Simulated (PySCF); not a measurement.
**Ions at one geometry of [LuCl2]+**

PySCF 2.14.0, RKS PBE0, Lu def2-SVP with ECP28, Cl def2-SVP; non-relativistic Hamiltonian with scalar-relativistic core potentials where named; density fitting; no spin-orbit coupling; singlets restricted, open shells unrestricted. The geometry is relaxed for charge +1, singlet, vacuum:

```xyz
3

Lu    0.0000    0.0000   -0.4592
Cl    1.9008    0.0000    0.8257
Cl   -1.9008    0.0000    0.8257
```

Energies count from the relaxed state; an electron taken off or put on is at rest in vacuum. Charges and spins are Mulliken's.

```json
{"state": "charge +1, singlet, vacuum", "energy (eV)": "0.00", "spin squared": "0.00", "charge on Lu1 (e)": "1.31", "spin on Lu1 (e)": "0.00", "dipole about the centre of mass (D)": "5.89"}
{"state": "charge +2, doublet, vacuum", "energy (eV)": "16.38", "spin squared": "0.76", "charge on Lu1 (e)": "1.62", "spin on Lu1 (e)": "-0.11", "dipole about the centre of mass (D)": "2.96"}
```

Task: What does the state charge 0, doublet, vacuum give?

Result: energy (eV) -6.89, spin squared 0.75, charge on Lu1 (e) 0.60, spin on Lu1 (e) 1.01, dipole about the centre of mass (D) 2.94.

With an electron taken off (doublet) the charges change, summed by element, by Lu +0.31 e, Cl +0.69 e. The vertical ionisation energy is 16.38 eV, against −ε(HOMO) = 14.06 eV of the relaxed state. The level lies 2.3 eV too high, as is usual for semilocal functionals and global hybrids, which keep a self-interaction error.

With an electron put on (doublet) the charges change, summed by element, by Lu -0.71 e, Cl -0.29 e. The vertical electron affinity is 6.89 eV, against −ε(LUMO) = 8.53 eV of the relaxed state.

Open shells may have lower solutions than those found.
